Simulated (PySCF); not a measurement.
Removing the step error of a finite difference

System: C₅H₁₃Al (SMILES C[CH2][Al]([CH3])[CH2]C), singlet, geometry from GFN2-xTB (such geometries of metal compounds can be far from the true shape), atoms displaced at random by about 0.03 Å a coordinate. Level: HF/STO-3G, gradient (PySCF). Sums are taken with unrounded values, so a last digit can differ.

Central differences of the energy along z of atom 10 gave a gradient component of 0.015510 Eh/bohr at step 0.05 and 0.015980 Eh/bohr at step 0.2 (atomic units).

Problem. Extrapolate to zero step.

Solution. The leading error of a symmetric difference goes as h², so A(h) = A0 + c h². Then c = (0.015980 - (0.015510))/(0.2² - 0.05²) = 0.0125 (atomic units) and A0 = 0.015510 - c × 0.05² = 0.015479 Eh/bohr. The analytic value from the same program and level is 0.015478 Eh/bohr: the smaller step missed it by 0.000032, the extrapolation by 0.000000.
